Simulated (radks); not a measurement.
Valence configurations of V+ (all share [Ar]). All-electron calculation, non-relativistic Kohn-Sham, PBE, spin-polarised, spherical densities, point nucleus; open shells are filled with parallel spins first. Program: a radial shooting solver on a logarithmic mesh with Libxc functionals. Energies are relative to 3d4; eigenvalues in eV for spin up.

valence      E (eV)  moment (Bohr magnetons)    e(3d)    e(4p)    e(4s)
3d4           0.000                        4   -9.919        -        -
3d3 4s1       1.166                        4  -13.783        -  -11.440
3d3 4p1       5.336                        4  -14.885   -7.887        -
3d3.5 4p0.5   2.268                        4  -12.279   -6.972        -
3d3.5 4s0.5   0.303                        4  -11.724        -  -10.586
3d2 4p2      14.261                        4  -20.657   -9.674        -
3d2 4s1 4p1   9.576                        4  -19.617   -9.160  -13.831
3d2 4s2       6.373                        2  -18.484        -  -12.644
3d1 4s2 4p1  19.029                        2  -25.101  -10.052  -15.112
3d2.5 4p1.5   9.300                        4  -17.688   -8.796        -

NIST lists [Ar] 3d4 as the ground configuration; this level of theory agrees among the configurations tried. The energies are those of spherical high-spin densities, not of single terms.
